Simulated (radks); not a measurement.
Results of a calculation; reference values are marked as such.
Problem. These are the eigenvalues of the occupied orbitals of an atom or ion with whole-number occupations (hartree). Level of theory: Dirac Kohn-Sham, LB94 model potential, spin-unpolarised, spherical densities, finite nucleus; Fermi nuclear charge, rms radius of each element as measured or else 0.836 A^(1/3) + 0.57 fm (a radial shooting solver on a logarithmic mesh with Libxc functionals).

1s1/2: -3007.349
2s1/2: -559.9421
2p1/2: -538.9614
2p3/2: -470.9943
3s1/2: -159.3503
3p1/2: -149.8107
3p3/2: -134.7527
3d3/2: -118.7714
3d5/2: -115.5305
4s1/2: -59.69702
4p1/2: -55.59019
4p3/2: -51.57599
4d3/2: -44.80388
4d5/2: -43.99932
4f5/2: -35.49594

Which element is it, and in what charge state? The configuration may be excited. Open shells, if any, fill j = l - 1/2 first.

Solution. Z = 79, gold, charge +28: Au28+ in [Kr] 4d10 4f5. The list shows which subshells hold electrons but not how many an open one holds; the 1s level, -3007.3 hartree, gives Z - s = 77.6 by -(Z - s)^2/2, which with screening and relativity narrows Z to a few neighbours, and the depths of the outer levels then fix element, charge and occupations together.
